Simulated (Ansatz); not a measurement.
Cartesian coordinates in Å:
```
Si 0.142 1.172 1.139
S 0.493 -0.927 1.035
Ge -0.112 -1.245 -1.084
H 0.976 1.903 0.148
H 0.507 1.593 2.513
H -1.286 1.491 0.874
H 0.089 -2.741 -1.350
H 0.777 -0.398 -2.007
H -1.585 -0.847 -1.267
```

Charge 0, multiplicity 1.

**Question.** List the ωB97M-V/def2-TZVPP orbital energies in eV (Ansatz). (An estimate is asked.)

**Answer.** The calculation gave: Occupied: -10867.07, -2426.55, -1807.51, -1362.91, -1210.65, -1210.62, -1210.62, -220.56, -174.69, -163.64, -163.60, -163.50, -148.54, -123.98, -123.90, -123.90, -102.68, -102.64, -102.63, -36.77, -36.73, -36.72, -36.64, -36.64, -22.99, -18.43, -17.29, -12.98, -12.93, -12.63, -12.08, -11.44, -10.89, -9.53. Lowest empty: 1.53, 1.94, 2.22, 2.67, 2.76, 3.44, 3.45, 4.52.
